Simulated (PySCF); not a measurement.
Vibration and rotation of LaSi

M06-2X constants of LaSi, quartet, about 0.0 electrons in the 4f shell (Mulliken) (PySCF, scalar-relativistic core potentials, basis sets La def2-TZVPP with ECP46, Si def2-TZVPP; masses 138.9063 and 27.9769 u):

* ωe: 349.1 cm⁻¹
* ωexe: 1.66 cm⁻¹
* Be: 0.10704 cm⁻¹
* αe: 0.000436 cm⁻¹
* D (centrifugal): 4.03e-08 cm⁻¹
* De to La (5d1 6s2) + Si: 2.25 eV

Q: Give the vibrational terms G(v) and spacings up to v = 3.

A: G(v) = ωe(v+½) − ωexe(v+½)².

```csv
v,G(v) (cm⁻¹),G(v) − G(v−1),Bv (cm⁻¹)
0,174,,0.1068
1,520,346,0.1064
2,862,342,0.1060
3,1202,339,0.1055
```

Q: How well does the Morse estimate ωe²/(4ωexe) reproduce De, and what is D0?

A: It gives 2.28 eV, 101 % of the computed De. D0 = De − G(0) = 2.25 − 0.02 = 2.23 eV.

These are scalar-relativistic numbers at best; spin–orbit coupling would shift them, the dissociation energy most. With d or f electrons several states lie close, and the lowest PBE0 determinant need not be the measured ground state.
